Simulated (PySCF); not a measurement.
# How the method changes the shape and vibrations of B2H3O anion

Calculated results; nothing here was measured. They come from PySCF 2.14.0, an open-source quantum chemistry program, on an isolated molecule that a program drew, which may never have been made. The molecule is B2H3O anion (charge -1, singlet), drawn as the SMILES string `[BH3-]B=O`.

The geometry was optimised and harmonic frequencies were computed with HF and MP2, all in the aug-cc-pVDZ basis, for the commonest isotopes, with a restricted reference for singlets and an unrestricted one otherwise, and a frozen core in MP2. Each result is a local minimum of its method.

Geometry at the HF minimum:
```xyz
6
B2H3O anion, angstrom
B    -0.6423   -1.8156   -0.7448
B     0.6252   -2.7446   -1.4337
O     1.5210   -3.4013   -1.9207
H    -0.2365   -1.3108    0.3093
H    -0.9661   -0.9303   -1.5460
H    -1.6035   -2.5610   -0.5196
```

Lengths of the bonds as drawn, in Å (atoms numbered as above):
```
bond,HF,MP2
B1-B2,1.716,1.705
B2-O3,1.213,1.247
B1-H4,1.237,1.236
B1-H5,1.237,1.236
B1-H6,1.237,1.236
```

Rotational constants, in GHz:
```
constant,HF,MP2
A,121.7,121.9
B,7.151,7.056
C,7.151,7.056
```

Harmonic frequencies in cm^-1, each column in rising order, so a row needn't be the same motion in every method:
| rank | HF | MP2 |
|---|---|---|
| 1 | 340 | 312 |
| 2 | 340 | 312 |
| 3 | 642 | 650 |
| 4 | 829 | 767 |
| 5 | 829 | 767 |
| 6 | 1172 | 1086 |
| 7 | 1228 | 1162 |
| 8 | 1228 | 1162 |
| 9 | 1952 | ? |
| 10 | 2360 | 2372 |
| 11 | 2360 | 2400 |
| 12 | 2375 | 2400 |

**Estimate the missing MP2 frequency from the HF column.**

A single factor s that minimises the squared misfit of MP2 against s times HF over the other rows is sum(HF x MP2) / sum(HF^2) = 0.9915, with an rms misfit of 49 cm^-1. For rank 9 it gives 0.9915 x 1952 = 1935 cm^-1. The calculation gives 1778 cm^-1, 157 cm^-1 below the estimate. The drawn bonds are on average 0.4 % longer in MP2 than in HF.
